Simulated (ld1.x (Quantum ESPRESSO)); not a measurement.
How hard is this Sb RRKJ potential?

antimony, norm-conserving RRKJ (Kleinman–Bylander form), made with ld1.x (Quantum ESPRESSO) 7.5 (PBEsol, scalar-relativistic). Core [Kr], reference 4d10 5s2 5p3. Waves: 5p (bound): rc 1.85 bohr; 4d (bound): rc 1.20 bohr; 5s (bound): rc 1.85 bohr. Local part: the s channel. Core correction: Bessel-smoothed model core inside 0.80 bohr.

The pseudo-atom Hamiltonian at the reference potential is diagonalised in spherical Bessel functions j_l(qr) that vanish at 20 bohr, with q² up to the cutoff. All-electron valence levels (Ry): 5p -0.3560, 4d -2.4585, 5s -0.9464.

Problem. How do the lowest levels (Ry) of each channel move with the cutoff, and are there ghosts?

Solution.

```tsv
cutoff (Ry)	p #1	p #2	d #1	s #1	s #2	f #1	Σ f·Δε (mRy)
8	-0.3470	0.0263	0.0286	-0.9162	-0.0282	0.1100	24959.8
18	-0.3527	0.0259	-0.1177	-0.9385	-0.0302	0.1100	23434.9
35	-0.3560	0.0258	-1.4748	-0.9460	-0.0308	0.1100	9839.5
60	-0.3560	0.0258	-2.3934	-0.9463	-0.0308	0.1100	652.7
100	-0.3561	0.0258	-2.4585	-0.9464	-0.0308	0.1100	1.3
160	-0.3561	0.0258	-2.4586	-0.9464	-0.0308	0.1100	0.5
400	-0.3561	0.0258	-2.4586	-0.9464	-0.0308	0.1100	0.0
```

Result: no extra level below or beside the all-electron valence levels (p, d, s, f tested); 10 mRy is reached at 90 Ry and 1 mRy at 120 Ry.

Its largest configuration-test error is -367 meV.
